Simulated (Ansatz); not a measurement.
`C=[C](F)[InH2]` + `C=C[O][AlH][OH]` → `C=C[O][InH2]` + `C=[C](F)[AlH][OH]`  (redistribution)

Isolated molecules relaxed with PBE0-D4/def2-TZVP in Ansatz; ΔE leaves out vibrations. CCSD(T)/CBS adds triple-zeta CCSD(T) − MP2 to the extrapolated MP2 energy (def2 sets, frozen cores). Functionals use def2-TZVPP. def2 core potentials past Kr. For In outer-core shells are correlated without core-valence functions, which leaves a few kJ/mol of doubt a bond. Each species was taken in one conformer, which may not be the lowest.

| level | ΔE (kcal/mol) |
| --- | --- |
| r2SCAN-D4 | 14.9 |
| ωB97M-V | 16.5 |
| HF/def2-QZVPP | 18.3 |
| SCS-MP2/def2-QZVPP | 16.4 |

Problem. What does CCSD(T)/CBS give? (Best estimate.)

Solution. Computed: +15.4 kcal/mol. The listed levels differ from it by -0.5, 1.1, 2.9, 1.0 kcal/mol.

Largest T1 diagnostic among the species: 0.017.

In def2-TZVPP, CCSD(T) changes the Hartree–Fock value by −1.5 kcal/mol (the triples alone add −0.7 kcal/mol) and MP2 by −1.1 kcal/mol. From PBE to PBE0 (25 % exact exchange), in def2-TZVPP and without D4, ΔE moves by +1.8 kcal/mol.
